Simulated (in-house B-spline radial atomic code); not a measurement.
Inner levels of tin as electrons are removed. A shift is the extra binding of the orbital against the neutral atom ([Kr] 4d10 5s2 5p2). The density at the nucleus is averaged over the nuclear charge. Computed with a B-spline radial code for spherical atoms: Dirac-Hartree-Fock, average of the configuration, finite nuclei.

```csv
ion,configuration,shift of 2p3/2 (eV),shift of 2p1/2 (eV),shift of 1s1/2 (eV),radius of 2p3/2 (bohr),radius of 2p1/2 (bohr),radius of 1s1/2 (bohr),Σ<r²> (bohr²),change of density at nucleus (bohr⁻³)
Sn38+,[Ne] 3s2,2231.06,2239.52,2356.1,0.10884,0.1038,0.029024,0.3234,1220.13
Sn39+,[Ne] 3s1,2334.83,2344.02,2473.13,0.10868,0.10367,0.029022,0.22087,-1141.28
Sn40+,[He] 2s2 2p6,2439.75,2449.68,2591.67,0.10853,0.10352,0.02902,0.12084,-3575.69
Sn41+,[He] 2s2 2p5,2656.63,2670.6,2883.24,0.10752,0.10259,0.028997,0.10516,-3229.1
Sn42+,[He] 2s2 2p4,2876.47,2894.56,3179.3,0.10653,0.10168,0.028973,0.090053,-2877.32
Sn43+,[He] 2s2 2p3,3099.27,3121.57,3479.84,0.10557,0.10079,0.028949,0.075498,-2520.39
```
